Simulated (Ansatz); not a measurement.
C₂H₅BFN, SMILES `C=C(N)BF`. Total charge 0; spin multiplicity 1.

```xyz
10

C    -0.694    0.728   -0.979
C    -0.028    0.127    0.026
N     0.726    0.785    0.974
B    -0.159   -1.411    0.117
F     0.541   -2.066    1.039
H    -1.303    0.132   -1.645
H    -0.658    1.799   -1.157
H     1.398    0.232    1.477
H     1.030    1.722    0.770
H    -0.853   -2.048   -0.621
```

List the harmonic frequencies (cm⁻¹, unscaled) at PBE0-D4/def2-TZVP in Ansatz. (Estimate.)

The calculation gave: 128, 203, 372, 397, 445, 489, 552, 739, 857, 875, 890, 1006, 1098, 1127, 1293, 1439, 1446, 1651, 1673, 2640, 3152, 3258, 3602, 3712.

Is this a minimum?

Yes, all 24 modes are real.

Give the ideal-gas thermochemistry at 298.15 K and 1 bar (rigid rotor, harmonic oscillator; point group C1, symmetry number 1).

Zero-point energy 197.6 kJ/mol; H(298) − E = 215.3 kJ/mol; entropy 311.9 J/(mol·K), of which translation 162.3, rotation 107.0, vibration 42.6; G(298) − E = 122.3 kJ/mol.

Rotational constants (cm⁻¹)?

0.3126, 0.1289, 0.09145.
